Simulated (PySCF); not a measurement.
Species: C3H6O4Si.
Numbering: `[CH3:1][C:2](=[O:3])[O:4][SiH2:5][C:6](=[O:7])[OH:8]` (hydrogens: H9, H10, H11 on C1; H12, H13 on Si5; H14 on O8)

The same species was optimised twice, with GFN2-xTB and with PBE0-D3(BJ)/def2-SVP (PySCF), and the same property calculations (PySCF, gas phase) were run on both structures.

```csv
coordinate,GFN2-xTB,PBE0-D3(BJ)/def2-SVP,change
O4–Si5 (Å),1.648,1.708,+0.060
C2=O3 (Å),1.199,1.207,+0.008
Si5–C6 (Å),1.915,1.923,+0.008
C1–C2 (Å),1.499,1.495,-0.004
C6–O8 (Å),1.340,1.344,+0.004
C2–O4 (Å),1.337,1.341,+0.004
C6=O7 (Å),1.202,1.201,-0.001
C2–O4–Si5 (°),123.1,115.3,-7.8
Si5–C6–O7 (°),129.3,126.3,-3.0
Si5–C6–O8 (°),108.8,110.7,+1.9
O4–Si5–C6 (°),102.7,101.6,-1.1
O7–C6–O8 (°),121.9,123.0,+1.1
O3–C2–O4 (°),121.7,121.0,-0.7
C1–C2–O4 (°),112.5,113.2,+0.7
C1–C2–O3 (°),125.8,125.8,0.0
C1–C2–O4–Si5 (°),179,179,0
C2–O4–Si5–C6 (°),179,-179,+2
O4–Si5–C6–O7 (°),2,-1,-3
```

Rotational constants: A = 4386, B = 855.0, C = 724.9 MHz (GFN2-xTB) against A = 4472, B = 856.7, C = 728.7 MHz (PBE0-D3(BJ)/def2-SVP). Atoms that the bonding makes alike are paired by their places after alignment.

On the GFN2-xTB structure: HOMO (eV) -8.03 [PBE0/pcSseg-1]; LUMO (eV) -0.75 [PBE0/pcSseg-1]; dipole (D) 0.90 [PBE0/pcSseg-1]; GIAO shielding of C1 (ppm) 163.1 [PBE0/pcSseg-1]; GIAO shielding of C2 (ppm) 10.1 [PBE0/pcSseg-1]; GIAO shielding of O3 (ppm) -139.4 [PBE0/pcSseg-1]; GIAO shielding of O4 (ppm) 144.2 [PBE0/pcSseg-1]; GIAO shielding of Si5 (ppm) 398.8 [PBE0/pcSseg-1]; GIAO shielding of C6 (ppm) 5.9 [PBE0/pcSseg-1]; GIAO shielding of O7 (ppm) -179.3 [PBE0/pcSseg-1]; GIAO shielding of O8 (ppm) 101.6 [PBE0/pcSseg-1].

Q: What do these properties become on the PBE0-D3(BJ)/def2-SVP structure?

A: 
```
                                    property          level  on GFN2-xTB  on PBE0-D3(BJ)/def2-SVP  change
                                   HOMO (eV)  PBE0/pcSseg-1        -8.03                    -7.98   +0.05
                                   LUMO (eV)  PBE0/pcSseg-1        -0.75                    -0.74   +0.01
                                  dipole (D)  PBE0/pcSseg-1         0.90                     0.66   -0.24
energy, GFN2-xTB geometry as zero (kcal/mol)  PBE0/pcSseg-1          0.0                     -1.8    -1.8
                  GIAO shielding of C1 (ppm)  PBE0/pcSseg-1        163.1                    162.3    -0.8
                  GIAO shielding of C2 (ppm)  PBE0/pcSseg-1         10.1                      5.4    -4.7
                  GIAO shielding of O3 (ppm)  PBE0/pcSseg-1       -139.4                   -140.3    -0.9
                  GIAO shielding of O4 (ppm)  PBE0/pcSseg-1        144.2                    124.8   -19.4
                 GIAO shielding of Si5 (ppm)  PBE0/pcSseg-1        398.8                    393.8    -5.0
                  GIAO shielding of C6 (ppm)  PBE0/pcSseg-1          5.9                      4.7    -1.2
                  GIAO shielding of O7 (ppm)  PBE0/pcSseg-1       -179.3                   -180.9    -1.6
                  GIAO shielding of O8 (ppm)  PBE0/pcSseg-1        101.6                     99.1    -2.5
```

The heavy atoms differ by 0.081 Å rms after alignment. Among bonds between heavy atoms O4–Si5 changes most (+0.060 Å). Changes are differences of the printed values. Neither structure is proved a minimum here.

The values belong to the conformer `[CH3:1][C:2](=[O:3])[O:4][SiH2:5][C:6](=[O:7])[OH:8]`: C1–C2–O4–Si5 179°, C2–O4–Si5–C6 -179°, O4–Si5–C6–O7 -1°, H–O8–C6–Si5 180°.
